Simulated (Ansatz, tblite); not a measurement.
Two members of one family (Same ligands, another metal), computed with Ansatz in the gas phase; def2 core potentials for Ru, no spin–orbit coupling. The two geometries come from different levels. Singlets are spin-restricted. A dash marks a value that wasn't run or was left out as unsound. The structures are stationary points that may keep the symmetry of their start. Remarks come from the PBE and PBE0 runs and from stability tests at other levels; not every state was tested. A HOMO above zero means that the electron is unbound at that level and held by the basis, or that self-interaction error raises the level; the energy of removing that electron tells which.

First: [RuNF4]- (singlet, charge -1, r2SCAN-D4/def2-SVPD geometry).

```xyz
6

Ru   -0.106    0.016   -0.053
N    -1.508    0.225   -0.760
F     0.490   -1.759   -0.473
F    -0.444   -0.697    1.695
F     0.317    1.638    0.879
F     1.251    0.576   -1.288
```

```tsv
level	HOMO (eV)	vertical IE (eV)
PBE-D4/def2-SVPD	-0.95	–
PBE-D4/def2-TZVPD	-0.84	4.30
r2SCAN-D4/def2-TZVPD	-1.23	4.51
r2SCANh-D4/def2-TZVPD	-2.04	–
PBE0-D4/def2-SVPD	-3.11	–
```

Metal–donor distances: 1 × N 1.58 Å, 4 × F 1.92 Å. The relaxed triplet lies at 1.12 eV (r2SCANh-D4/def2-TZVPD) to 1.42 eV (ωB97M-V/def2-TZVPD) from the singlet. Remarks: HOMO above zero (triplet).

Second: [FeNF4]- (singlet, charge -1, B3LYP-D4/def2-SVPD geometry).

Cartesian coordinates in Å:
```
Fe 0.030 0.055 -0.011
N 0.723 1.325 -0.257
F -1.538 0.523 0.745
F 0.544 -0.437 1.645
F 1.161 -1.214 -0.610
F -0.921 -0.252 -1.512
```

Task: Estimate the same table for the second.

Result: 
| level | HOMO (eV) | vertical IE (eV) |
| --- | --- | --- |
| PBE-D4/def2-SVPD | -1.54 | – |
| PBE-D4/def2-TZVPD | -1.36 | 4.88 |
| r2SCAN-D4/def2-TZVPD | -1.99 | 5.14 |
| r2SCANh-D4/def2-TZVPD | -3.11 | – |
| PBE0-D4/def2-SVPD | -4.47 | – |

Metal–donor distances: 1 × N 1.47 Å, 4 × F 1.80 Å. Remarks: restricted SCF unstable, spin-contaminated (⟨S²⟩ up to 2.63) (triplet), spin-contaminated (⟨S²⟩ up to 1.44) (neutral doublet).
